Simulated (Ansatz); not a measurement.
**A family of molecules: the HOMO–LUMO gap**

One atom is swapped for its congeners: CH3F (fluoromethane) `CF`; CH3Cl `CCl`; CH3Br (bromomethane) `CBr`; CH3I (methyl iodide) `CI`. All are singlets with charge 0.

Shapes, held fixed at every level: PBE0-D4/def2-TZVP. Programs: Ansatz 0.2.0. Values in eV.

```
                level   CH3F  CH3Cl   CH3I
     SPW92/def2-TZVPP   8.71   6.67   4.42
  B3LYP-D4/def2-TZVPP  10.85   8.66   6.03
  BHLYP-D4/def2-TZVPP  13.86  11.46   8.44
r2SCAN0-D4/def2-TZVPP  12.41   9.77   6.87
   wB97X-V/def2-TZVPP  15.95  13.92  10.93
   wB97M-V/def2-TZVPP  15.42  13.43  10.62
```

Question: Estimate the column for CH3Br from its neighbours.

Answer: The mean of the neighbours at wB97M-V/def2-TZVPP is 12.02 eV, against 12.25 from the run. All rows: SPW92/def2-TZVPP 5.61; B3LYP-D4/def2-TZVPP 7.44; BHLYP-D4/def2-TZVPP 10.13; r2SCAN0-D4/def2-TZVPP 8.42; wB97X-V/def2-TZVPP 12.61; wB97M-V/def2-TZVPP 12.25 eV. At wB97M-V/def2-TZVPP the HOMO–LUMO gap falls at every step, from 15.42 to 10.62 eV. Every level shows the same order. For atoms past krypton def2 sets carry core potentials with scalar relativity. Relativity is left out for Br unless named. Orbital gaps aren't excitation energies, and the LUMO depends on the basis.
